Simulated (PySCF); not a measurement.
# Partial charges of `[AlH3-][CH]1CCCC1`

C₅H₁₂Al (charge -1).
Geometry (PBE0-D3(BJ)/def2-SVP, Å), atoms numbered from 1 in this order:
```xyz
18
C5H12Al angstrom
Al     2.4705    0.4725   -0.4917
C      0.4489    0.2011   -0.5077
C     -0.0415   -1.1992   -0.1313
C     -1.5535   -1.0559    0.1421
C     -1.7551    0.4260    0.5419
C     -0.3484    1.0570    0.4795
H      2.8205    2.0367   -0.8843
H      3.0016    0.1360    1.0364
H      3.1728   -0.5525   -1.5779
H      0.0745    0.4271   -1.5298
H      0.1816   -1.9604   -0.8972
H      0.4687   -1.5283    0.7938
H     -1.9150   -1.7527    0.9187
H     -2.1282   -1.2855   -0.7716
H     -2.4276    0.9261   -0.1759
H     -2.2274    0.5319    1.5345
H     -0.3738    2.1256    0.2092
H      0.1248    0.9985    1.4780
```

Density: PBE0/pcSseg-1 (PySCF); schemes: Mulliken, IAO, Hirshfeld and ESP-fitted. The structure is a single PBE0-D3(BJ)/def2-SVP conformer in the gas phase; no vibrational or solvent corrections. The pcSseg-1 basis has no diffuse functions, a weakness for an anion.

Problem. Tabulate the Mulliken, IAO, Hirshfeld and ESP-fitted charges.

Solution. In e:

```json
{"atom": "Al1", "environment": "aluminium bonded to C and 3 H", "Mulliken": "+0.580", "IAO": "+0.238", "Hirshfeld": "+0.130", "ESP-fitted": "+0.435"}
{"atom": "C2", "environment": "sp3 CH carbon", "Mulliken": "-0.545", "IAO": "-0.427", "Hirshfeld": "-0.175", "ESP-fitted": "-0.096"}
{"atom": "C3", "environment": "ring CH2 carbon", "Mulliken": "-0.188", "IAO": "-0.240", "Hirshfeld": "-0.082", "ESP-fitted": "+0.100"}
{"atom": "C4", "environment": "ring CH2 carbon", "Mulliken": "-0.218", "IAO": "-0.263", "Hirshfeld": "-0.082", "ESP-fitted": "-0.021"}
{"atom": "C5", "environment": "ring CH2 carbon", "Mulliken": "-0.218", "IAO": "-0.263", "Hirshfeld": "-0.082", "ESP-fitted": "-0.002"}
{"atom": "C6", "environment": "ring CH2 carbon", "Mulliken": "-0.188", "IAO": "-0.240", "Hirshfeld": "-0.082", "ESP-fitted": "+0.098"}
{"atom": "H7", "environment": "Al–H hydrogen", "Mulliken": "-0.344", "IAO": "-0.257", "Hirshfeld": "-0.255", "ESP-fitted": "-0.379"}
{"atom": "H8", "environment": "Al–H hydrogen", "Mulliken": "-0.346", "IAO": "-0.261", "Hirshfeld": "-0.251", "ESP-fitted": "-0.372"}
{"atom": "H9", "environment": "Al–H hydrogen", "Mulliken": "-0.344", "IAO": "-0.257", "Hirshfeld": "-0.255", "ESP-fitted": "-0.380"}
{"atom": "H10", "environment": "methine hydrogen", "Mulliken": "+0.080", "IAO": "+0.090", "Hirshfeld": "-0.001", "ESP-fitted": "-0.040"}
{"atom": "H11", "environment": "methylene hydrogen", "Mulliken": "+0.097", "IAO": "+0.116", "Hirshfeld": "+0.022", "ESP-fitted": "-0.061"}
{"atom": "H12", "environment": "methylene hydrogen", "Mulliken": "+0.103", "IAO": "+0.110", "Hirshfeld": "+0.018", "ESP-fitted": "-0.037"}
{"atom": "H13", "environment": "methylene hydrogen", "Mulliken": "+0.080", "IAO": "+0.105", "Hirshfeld": "+0.013", "ESP-fitted": "-0.040"}
{"atom": "H14", "environment": "methylene hydrogen", "Mulliken": "+0.087", "IAO": "+0.109", "Hirshfeld": "+0.015", "ESP-fitted": "-0.027"}
{"atom": "H15", "environment": "methylene hydrogen", "Mulliken": "+0.087", "IAO": "+0.109", "Hirshfeld": "+0.015", "ESP-fitted": "-0.031"}
{"atom": "H16", "environment": "methylene hydrogen", "Mulliken": "+0.080", "IAO": "+0.105", "Hirshfeld": "+0.013", "ESP-fitted": "-0.045"}
{"atom": "H17", "environment": "methylene hydrogen", "Mulliken": "+0.097", "IAO": "+0.116", "Hirshfeld": "+0.022", "ESP-fitted": "-0.062"}
{"atom": "H18", "environment": "methylene hydrogen", "Mulliken": "+0.103", "IAO": "+0.110", "Hirshfeld": "+0.018", "ESP-fitted": "-0.039"}
```

Mean size of the charges over all atoms: Mulliken 0.210 e, IAO 0.190 e, ESP-fitted 0.126 e, Hirshfeld 0.085 e. Each set sums to the total charge, -1, to within 0.001 e. The Hirshfeld scheme weights the molecular density at each point by an atom's share of the summed free-atom densities. The ESP scheme fits charges at the nuclei, held to the total charge, to the electrostatic potential on points at 1.4 to 2.0 times the van der Waals radii.

Lowest charge. The schemes don't all agree: Mulliken C2 (-0.545); IAO C2 (-0.427); Hirshfeld H7 and H9 (-0.255); ESP-fitted H9 (-0.380).

Highest charge. All schemes agree: Mulliken Al1 (+0.580); IAO Al1 (+0.238); Hirshfeld Al1 (+0.130); ESP-fitted Al1 (+0.435).

Problem. How closely do the schemes follow one another over all atoms?

Solution. Correlation coefficient and root-mean-square difference: Mulliken with IAO 0.94, 0.096 e; Mulliken with Hirshfeld 0.91, 0.162 e; IAO with Hirshfeld 0.86, 0.122 e; Hirshfeld with ESP-fitted 0.79, 0.118 e; Mulliken with ESP-fitted 0.68, 0.188 e; IAO with ESP-fitted 0.44, 0.205 e.

Problem. How many electrons does the ESP-fitted scheme count on C2?

Solution. Z − q = 6 − (-0.096) = 6.096.

Problem. Sum the charges by element, for elements with more than one atom.

Solution. 
| element | atoms | Mulliken | IAO | Hirshfeld | ESP-fitted |
| --- | --- | --- | --- | --- | --- |
| C | 5 | -1.358 | -1.433 | -0.503 | +0.079 |
| H | 12 | -0.222 | +0.195 | -0.627 | -1.514 |

The run behind these numbers computed NMR shieldings as well. Hardware: one thread of an Arm Neoverse V1, on a shared host. Cost: 20 s wall.
